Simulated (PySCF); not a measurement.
Computed shifts of a molecule C3H8O2, PBE0/pcSseg-1 (PySCF), GIAO, gas phase, equivalent atoms averaged, in ppm (number of nuclei): ¹³C: 72.7 (1), 71.8 (1), 22.7 (1). ¹H: 3.80 (1), 3.70 (1), 3.24 (1), 2.24 (1), 1.35 (3), -0.73 (1). References: ¹³C against TMS (σ = 186.3 ppm); ¹⁷O against H2O (σ = 334.2 ppm); ¹H against TMS (σ = 31.56 ppm), references at their B3LYP-D3(BJ)/def2-TZVP geometries, non-relativistic. The structure is a stationary point at PBE0-D3(BJ)/def2-SVP. One conformer was computed; it need not be the lowest.

Task: Pick the molecule that these values belong to.
(A) COCOC
(B) CC(O)CO
(C) COCCO

Result: B, CC(O)CO
